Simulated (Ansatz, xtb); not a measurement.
# C6H6N2Si: which of two isomers lies lower

Structure a is `C#Cc1ncncc1[SiH3]`, a singlet and structure b is `C#Cc1cncnc1[SiH3]`, a singlet. Both are isolated molecules in the gas phase, relaxed with PBE0-D3(BJ)/def2-SVP.

Estimate which is lower in electronic energy at CCSD(T)/def2-SVP + ΔMP2/def2-TZVPP, and by roughly how much.

The CCSD(T)/def2-SVP + ΔMP2/def2-TZVPP calculation puts structure a lower, by 2.1 kcal/mol.

The same difference at several levels:

| level | geometry | E(b) − E(a) (kcal/mol) | departure from the last row (kcal/mol) | job, with rough time for the two |
| --- | --- | --- | --- | --- |
| GFN2-xTB | GFN2-xTB | +0.3 | −1.7 | optimisation, 0.21 s |
| HF/STO-3G | GFN2-xTB | +0.3 | −1.8 | single point, 1.4 s |
| r2SCAN-D4/def2-SVP | GFN2-xTB | +1.6 | −0.5 | single point, 9.6 s |
| PBE0-D3(BJ)/def2-SVP | PBE0-D3(BJ)/def2-SVP | +1.5 | −0.6 | optimisation, 86 s |
| HF/def2-SVP | PBE0-D3(BJ)/def2-SVP | +1.7 | −0.4 | part of the CCSD(T) run |
| MP2/def2-SVP | PBE0-D3(BJ)/def2-SVP | +2.2 | +0.1 | part of the CCSD(T) run |
| CCSD(T)/def2-SVP | PBE0-D3(BJ)/def2-SVP | +1.7 | −0.4 | single point |
| CCSD(T)/def2-SVP + ΔMP2/def2-TZVPP | PBE0-D3(BJ)/def2-SVP | +2.1 |  | single point, 4.3 min |

As drawn, both hold the same kinds of bond in the same numbers.

GFN2-xTB, HF/STO-3G find them nearly level. The largest departure from CCSD(T)/def2-SVP + ΔMP2/def2-TZVPP is that of HF/STO-3G, 1.8 kcal/mol. The last row adds to CCSD(T) the change of the MP2 difference between the two basis sets, here +0.4 kcal/mol.

With thermal terms from frequencies at re-optimised GFN2-xTB minima (ideal gas, soft modes damped towards free rotors, one conformer each, 298.15 K, 1 atm): the zero-point term adds −0.2 kcal/mol; ΔH is +1.9 and ΔG +1.7 kcal/mol.

The correlated steps freeze 13 core orbitals. Codes used: Ansatz 0.2.0, xtb 6.7.1; the last row on 2 threads of Arm Neoverse V1 on a shared host.
